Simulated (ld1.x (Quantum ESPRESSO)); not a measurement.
Plane-wave convergence, TM potential for O (Z = 8)

| Item | Value |
| --- | --- |
| Element | O |
| Generator | ld1.x (Quantum ESPRESSO) 7.5 |
| Type | norm-conserving Troullier–Martins (Kleinman–Bylander form) |
| Functional | revPBE |
| Relativity | non-relativistic |
| Frozen core | [He] |
| Valence charge | 6 |
| Reference configuration | 2s2 2p2.5 (charge +1.5) |
| Partial waves | 2p (bound): rc 1.30 bohr; 3d channel at -0.2 Ry: rc 1.35 bohr; 2s (bound): rc 0.85 bohr |
| Local potential | the s channel |
| Core correction | none |

The pseudo-atom Hamiltonian at the reference potential is diagonalised in spherical Bessel functions j_l(qr) that vanish at 20 bohr, with q² up to the cutoff. All-electron valence levels (Ry): 2p -2.4550, 2s -3.5775.

Problem. How do the lowest levels (Ry) of each channel move with the cutoff, and are there ghosts?

Solution.

| cutoff (Ry) | p #1 | d #1 | s #1 | f #1 | f #2 | Σ f·Δε (mRy) |
| --- | --- | --- | --- | --- | --- | --- |
| 8 | -1.3475 | -0.3253 | -3.3371 | -0.1392 | -0.0367 | 3249.4 |
| 12 | -1.5722 | -0.3274 | -3.3592 | -0.1392 | -0.0367 | 2643.4 |
| 21 | -1.9287 | -0.3290 | -3.3897 | -0.1392 | -0.0367 | 1691.1 |
| 30 | -2.1798 | -0.3294 | -3.4493 | -0.1392 | -0.0367 | 944.4 |
| 45 | -2.3855 | -0.3296 | -3.5332 | -0.1392 | -0.0367 | 262.1 |
| 55 | -2.4296 | -0.3296 | -3.5598 | -0.1392 | -0.0367 | 98.7 |
| 70 | -2.4518 | -0.3296 | -3.5713 | -0.1392 | -0.0367 | 20.4 |
| 100 | -2.4545 | -0.3296 | -3.5729 | -0.1392 | -0.0367 | 10.3 |
| 120 | -2.4547 | -0.3296 | -3.5738 | -0.1392 | -0.0367 | 7.9 |
| 180 | -2.4550 | -0.3296 | -3.5771 | -0.1392 | -0.0367 | 0.8 |
| 230 | -2.4550 | -0.3296 | -3.5773 | -0.1392 | -0.0367 | 0.3 |
| 400 | -2.4550 | -0.3296 | -3.5774 | -0.1392 | -0.0367 | 0.0 |

Result: no extra level below or beside the all-electron valence levels (p, d, s, f tested); 10 mRy is reached at 110 Ry and 1 mRy at 180 Ry.
